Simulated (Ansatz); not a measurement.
Mulliken charges of H6NOPSi, SMILES `N[SiH2]OP` from PBE/def2-TZVPP in Ansatz (PBE0-D4/def2-TZVP geometry).

```json
{"atom": "N1", "x (Å)": "-0.756", "y (Å)": "1.615", "z (Å)": "0.395", "charge (e)": "-0.386"}
{"atom": "Si2", "x (Å)": "0.052", "y (Å)": "0.252", "z (Å)": "1.013", "charge (e)": "0.425"}
{"atom": "O3", "x (Å)": "0.817", "y (Å)": "-0.707", "z (Å)": "-0.104", "charge (e)": "-0.333"}
{"atom": "P4", "x (Å)": "0.075", "y (Å)": "-1.549", "z (Å)": "-1.304", "charge (e)": "0.079"}
{"atom": "H5", "x (Å)": "-1.698", "y (Å)": "1.557", "z (Å)": "0.046", "charge (e)": "0.159"}
{"atom": "H6", "x (Å)": "-0.267", "y (Å)": "2.415", "z (Å)": "0.030", "charge (e)": "0.154"}
{"atom": "H7", "x (Å)": "1.152", "y (Å)": "0.698", "z (Å)": "1.894", "charge (e)": "-0.069"}
{"atom": "H8", "x (Å)": "-0.971", "y (Å)": "-0.565", "z (Å)": "1.709", "charge (e)": "-0.083"}
{"atom": "H9", "x (Å)": "0.805", "y (Å)": "-1.041", "z (Å)": "-2.419", "charge (e)": "0.024"}
{"atom": "H10", "x (Å)": "0.874", "y (Å)": "-2.727", "z (Å)": "-1.257", "charge (e)": "0.030"}
```

Q: By hand: the dipole of these point charges (1 e Å = 4.8032 D).

A: Σ q r = (-0.217, 0.108, -0.147) e Å, of length 0.283 e Å = 1.36 D.

Q: How does the dipole of the full density compare? (Best estimate.)

A: The calculation gave: (-0.095, 0.237, -0.171) e Å, 1.48 D; the point charges give 0.92 times that, at 35° from its direction.

Point charges leave out the atoms' own dipoles, such as those of lone pairs, and Mulliken's split depends on the basis, so the two needn't agree.
